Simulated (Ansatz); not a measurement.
Cost and result for the atomization energy of C$_{3}$H$_{5}$InO, SMILES `OC=C=[CH][InH2]` (10 atoms, 9 bonds).

Cartesian coordinates in Å:
```
O -2.427 1.218 -0.360
C -1.814 0.090 0.112
C -0.580 0.001 0.539
C 0.671 -0.111 0.887
In 2.134 -0.669 -0.584
H -1.797 1.945 -0.333
H -2.479 -0.765 0.116
H 0.954 0.057 1.926
H 3.775 -0.907 -0.106
H 1.562 -0.860 -2.197
```

Charge 0, multiplicity 1. Correlated methods include outer-core shells of In, which these sets cover unevenly. In: def2 effective core potential. The geometry is a stationary point of PBE0-D4/def2-TZVP. It is one conformer, not always the lowest. Program: Ansatz. All runs use 4 threads of an Arm Neoverse V2 on a shared host. Times are those of one run each, without the atoms' runs, and a repeat can differ threefold. Electronic energies, without spin–orbit coupling; frozen cores. CCSD(T)/CBS adds CCSD(T) − MP2 in def2-TZVPP to the MP2 limit, and its time is that of the two runs behind it. T1 = 0.014. With those shells the extrapolation isn't a true limit.

CCSD(T)/CBS is a level of theory with its own doubt, some kJ/mol a heavy atom from the limit and from the frozen cores, so smaller differences don't rank the functionals.

```tsv
level	functions	wall time
LDA (SPW92)/def2-TZVPP	244	1.4 s
revPBE-D4/def2-TZVPP	244	2.2 s
PBE0-D4/def2-TZVPP	244	3.2 s
CAM-B3LYP-D4/def2-TZVPP	244	3.8 s
r2SCANh-D4/def2-TZVPP	244	5.5 s
B2PLYP/def2-TZVPP	244	6.5 s
PBE-QIDH/def2-TZVPP	244	7 s
ωB97X-V/def2-TZVPP	244	8.5 s
CCSD(T)/def2-SVP	107	9 s
ωB97M-V/def2-TZVPP (with forces)	244	12 s
MP2/def2-QZVPP	460	19 s
CCSD(T)/def2-TZVPP	244	3.8 min
CCSD(T)/CBS(def2)	–	4.1 min
```

(1) What atomization energy does each give, and how far from CCSD(T)/CBS? (An estimate is asked.)

Answers

(1) The calculation gave: 
```csv
level,atomization (kJ/mol),difference from CCSD(T)/CBS,per bond
LDA (SPW92)/def2-TZVPP,4238.3,624.2,69.4
revPBE-D4/def2-TZVPP,3624.3,10.2,1.1
PBE0-D4/def2-TZVPP,3639.9,25.8,2.9
CAM-B3LYP-D4/def2-TZVPP,3627.8,13.7,1.5
r2SCANh-D4/def2-TZVPP,3605.7,-8.4,-0.9
B2PLYP/def2-TZVPP,3571.7,-42.4,-4.7
PBE-QIDH/def2-TZVPP,3595.2,-18.9,-2.1
ωB97X-V/def2-TZVPP,3621.8,7.7,0.9
CCSD(T)/def2-SVP,3424.8,-189.3,-21.0
ωB97M-V/def2-TZVPP (with forces),3629.3,15.2,1.7
MP2/def2-QZVPP,3643.8,29.7,3.3
CCSD(T)/def2-TZVPP,3521.4,-92.7,-10.3
CCSD(T)/CBS(def2),3614.1,0.0,0.0
```

Leaving LDA and LC-ωPBE aside and taking each functional with its dispersion term where it has one, the values, not all of them listed here, spread over 266.9 kJ/mol, from BHLYP-D4 to PBE-D4. LDA lies +521.4 kJ/mol from PBE without D4, its usual overbinding. From BLYP to BHLYP (50 % exact exchange), in def2-TZVPP and without D4, the atomization energy moves by −137.2 kJ/mol: exact exchange takes away binding that semilocal exchange gives to molecules. At CCSD(T), def2-SVP lies −189.3 kJ/mol from the extrapolated value and def2-TZVPP −92.7 kJ/mol: correlation converges slowly with the basis, and small sets miss more of it in the bonded molecule than in its fragments.

Spin–orbit coupling would lower the free In atoms strongly, and the atomization energy with them, by more than many differences here.
